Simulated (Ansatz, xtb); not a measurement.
Two structures of BGeH2O+

Structure I is a singlet given by its coordinates and structure II is a singlet given by its coordinates. Both are isolated ions in the gas phase, relaxed with PBE0-D4/def2-TZVP.

I (Å):

```xyz
5

B    -3.0706   -1.0727   -0.3822
Ge    0.1128   -0.9466    0.1405
O    -1.8621   -0.9999   -0.2786
H    -4.2372   -1.1430   -0.4823
H     0.3396   -0.5292   -1.3717
```

Close contacts (Å): B1–O3 1.22, Ge2–O3 2.02, B1–H4 1.17, Ge2–H5 1.59.

II (Å):

```csv
atom,x (Å),y (Å),z (Å)
B,0.0762,-0.6601,-0.6107
Ge,-1.1850,0.5315,0.5712
O,0.8605,0.1118,0.2084
H,1.8319,0.1437,0.2738
H,0.4350,-1.4520,-1.4119
```

Close contacts (Å): B1–Ge2 2.10, B1–O3 1.37, Ge2–O3 2.12, B1–H5 1.18, O3–H4 0.97.

Task: Which of the two would you expect CCSD(T)/def2-TZVPP electronic energies to favour?

Result: Structure I; the calculation gives E(II) − E(I) = +96.8 kJ/mol.

How the difference moves with the method:

```
             level           geometry  E(II) − E(I) (kJ/mol)  departure from the last row (kJ/mol)  job, with rough time for the two
          GFN2-xTB           GFN2-xTB                  +158.3                                 +61.5              optimisation, 0.11 s
         HF/STO-3G           GFN2-xTB                  +108.2                                 +11.5              single point, 0.16 s
r2SCAN-D4/def2-SVP           GFN2-xTB                   +90.4                                  −6.3               single point, 0.9 s
 PBE0-D4/def2-TZVP  PBE0-D4/def2-TZVP                   +83.2                                 −13.6                optimisation, 12 s
     HF/def2-TZVPP  PBE0-D4/def2-TZVP                  +122.9                                 +26.1           part of the CCSD(T) run
    MP2/def2-TZVPP  PBE0-D4/def2-TZVP                  +102.0                                  +5.3           part of the CCSD(T) run
CCSD(T)/def2-TZVPP  PBE0-D4/def2-TZVP                   +96.8                                                      single point, 12 s
```

The levels shown agree on the order. The largest departure from CCSD(T)/def2-TZVPP is that of GFN2-xTB, 61.5 kJ/mol.

With harmonic frequencies from PBE0-D4/def2-TZVP (ideal gas, rigid rotor, one conformer each, 600 K, 1 atm): the zero-point term adds +12.9 kJ/mol; ΔH is +105.6 and ΔG +116.8 kJ/mol.

The correlated steps freeze 11 core orbitals; the filled d shell of Ge is correlated, in a basis made for valence electrons. Programs: Ansatz 0.2.0, xtb 6.7.1; the last row on 2 threads of Intel(R) Xeon(R) 6975P-C (Granite Rapids) on a shared host.
